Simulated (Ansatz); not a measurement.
Spectroscopic constants of TiB, multiplicity 6 (lowest of 2S+1 = 2, 4, 6 at CCSD(T)/def2-TZVPP on PBE0 minima; our sources give no spin for the ground state, which may be another). No spin–orbit coupling. Ti is treated without relativity. The T1 diagnostic near the minimum is 0.089, so single-reference values are doubtful.

Constants: fifth-degree fit in 1/R to seven points, most abundant isotopes. Runs in def2 and cc sets follow the lowest solution found near the PBE0 minimum.

Correlated levels freeze the inner cores; with def2 sets outer-core shells near the valence are correlated too. CBS: X⁻³ extrapolation of the correlation energy, Hartree–Fock from the larger set.

The values were computed with Ansatz (Gaussian basis) for Hartree–Fock, density functionals and correlated methods. 

What bond length and harmonic frequency does PBE0/def2-TZVPP give?

r_e = 2.027 Å, ω_e = 642 cm⁻¹.

What bond length and harmonic frequency does CCSD/def2-QZVPP give?

r_e = 2.002 Å, ω_e = 683 cm⁻¹.

What bond length and harmonic frequency does CCSD(T)/CBS(def2-TZVPP, def2-QZVPP) give?

r_e = 2.009 Å, ω_e = 682 cm⁻¹.

Doubts at one or more of the structures used: T1 above 0.05 (CCSD/def2-QZVPP, CCSD(T)/CBS(def2-TZVPP, def2-QZVPP)).

Ansatz is a quantum-chemistry and plane-wave program.
